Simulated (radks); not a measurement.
Results of a calculation; reference values are marked as such.
Species: the strontium ion Sr34+. Configuration: [He] 2s2. Code: a radial shooting solver on a logarithmic mesh with Libxc functionals. Model: scalar-relativistic Kohn-Sham, PBE, spin-unpolarised, spherical densities, point nucleus.

Radial electron density D(r) = 4 pi r^2 rho(r):

```
   r/bohr * D(r) (the largest magnitude, 44.6, reaches the edge; | marks zero)
 0.001319 |*
 0.001598 | *
 0.001936 | *
 0.002346 |  *
  0.00282 |    *
 0.003417 |     *
  0.00414 |        *
 0.005016 |           *
 0.006078 |               *
 0.007364 |                    *
 0.008923 |                          *
  0.01081 |                                *
    0.013 |                                       *
  0.01575 |                                              *
  0.01908 |                                                   *
  0.02312 |                                                      *
  0.02801 |                                                     *
  0.03394 |                                                *
  0.04113 |                                       *
  0.04983 |                             *
   0.0599 |                   *
  0.07258 |              *
  0.08794 |            *
   0.1066 |               *
   0.1291 |                 *
   0.1564 |                *
   0.1895 |           *
   0.2297 |      *
   0.2761 |  *
   0.3345 |*
   0.4053 *
   0.4911 *
```

D(r) has 2 maxima, at r = 0.0246, 0.135 bohr, and minima at 0.0838 bohr, inside which lie 2.07 electrons.
